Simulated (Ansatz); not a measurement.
Two isomers of C3H8BNO: A = `B/N=C\OCC`, B = `C=C(N)B(C)O`.

Computed with Ansatz on PBE0-D4/def2-TZVP structures; ΔE is electronic, products minus reactants. CCSD(T)/CBS is the MP2 limit (def2-TZVPP, def2-QZVPP) plus CCSD(T) − MP2 in def2-TZVPP, frozen cores. DFT in def2-TZVPP. B3LYP here is the variant with VWN-RPA as its local correlation; programs differ in this. One conformer a species, not always the lowest.

Task: Which is lower in electronic energy at CCSD(T)/CBS, and by how much? (Best estimate.)

Result: Computed: B, by 40.2 kcal/mol.

Task: Give E(B) − E(A) in kcal/mol with CCSD(T)/def2-TZVPP, r2SCAN-D4, B3LYP, ωB97M-V, PBE0-D4, B2PLYP, HF/def2-TZVPP. (Estimate.)

Result: Computed: CCSD(T)/def2-TZVPP -38.5, r2SCAN-D4 -37.3, B3LYP -34.1, ωB97M-V -38.7, PBE0-D4 -37.9, B2PLYP -36.3, HF/def2-TZVPP -34.4. None reverses the order clearly.

Largest T1 diagnostic: 0.014.

The D4 term adds −1.7 kcal/mol with B3LYP and −0.9 kcal/mol with PBE0; it sums over pairs of atoms, weighted by their polarisabilities, and B3LYP, whose exchange is more repulsive, gets the larger term. In def2-TZVPP, CCSD(T) changes the Hartree–Fock value by −4.1 kcal/mol (the triples alone add +0.0 kcal/mol) and MP2 by −6.0 kcal/mol.
